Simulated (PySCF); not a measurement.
## Radial density of Mo²⁺ (molybdenum, charge +2)

UHF, [Kr] 4d3 5p1, one real determinant (an excited configuration). All numbers are calculated (PySCF 2.14, scalar relativity through the core potential, in aug-cc-pVTZ-PP with ECP28MDF). This is the valence pseudo-density: the core potential removes the inner electrons and smooths the orbitals near the nucleus.

```csv
r (bohr),4πr²ρ (e/bohr),4πr²(ρα − ρβ)
0.0347,1.825e-05,0.0000
0.0584,4.681e-05,0.0000
0.0983,0.0001720,0.0000
0.165,0.001455,0.0003
0.278,0.02371,0.0057
0.468,0.6614,0.0991
0.787,7.354,0.9746
1.32,8.815,2.1473
2.23,1.678,1.1104
3.74,0.3766,0.3742
6.30,0.02709,0.0271
10.6,1.238e-05,0.0000
```

⟨L²⟩ = 14.06 against 20 for a pure G term, so this real determinant mixes terms. Energies and moments cover only the electrons outside the core potential.
